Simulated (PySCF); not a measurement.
Cartesian coordinates in Å; atom numbers follow the order of the lines, from 1:
```xyz
13

Si    2.3337    0.2312    0.0078
C     0.4380    0.2170    0.0065
C    -0.2114   -1.0082   -0.0328
C    -1.5692   -1.2556   -0.0427
P    -2.8735   -0.1123   -0.0081
C    -2.0383    1.3994    0.0412
P    -0.3514    1.7748    0.0564
H     2.8082   -0.4185   -1.2179
H     2.8069   -0.5382    1.1628
H     2.7894    1.6176    0.0763
H     0.4310   -1.8847   -0.0609
H    -1.8812   -2.2940   -0.0750
H    -2.6867    2.2719    0.0687
```

How the numbers were obtained: geometry: GFN2-xTB, σ from GIAO-PBE0/pcSseg-1, in PySCF 2.14 (equivalent nuclei averaged, no solvent, relativity neglected, one computed conformer).

Scale: 13C and 1H and 29Si against TMS; H3PO4 for 31P (reference shieldings calculated alike).

```
    atoms  nucleus  count  δ (ppm)
       C6      13C      1    196.2
       C4      13C      1        ?
      H13       1H      1        ?
       C2      13C      1    167.8
       P7      31P      1        ?
H8/H9/H10       1H      3     4.83
      H12       1H      1     9.37
      Si1     29Si      1    -64.4
       C3      13C      1    143.6
       P5      31P      1    265.0
      H11       1H      1     8.78
```

**Question.** Estimate the values marked ?.

**Answer.** 
- C4: 158.8 ppm, aromatic CH
- H13: 11.05 ppm, hydrogen on an aromatic CH; it sits in the deshielding region of the aromatic ring current
- P7: 294.2 ppm, phosphorus bonded to 2 C, in a 6-membered ring

Shifts are as computed. Against solution values, carbons near 30 ppm lie about +3 ppm off and those near 130 ppm about +5 ppm. Of 1211 compounds with measured shifts, 218 miss one by over three times the rms of a fit or turn the order of signals round; such compounds aren't used in these exercises. Experimental scales use liquid or dissolved standards, which lie at an offset from isolated H3PO4.
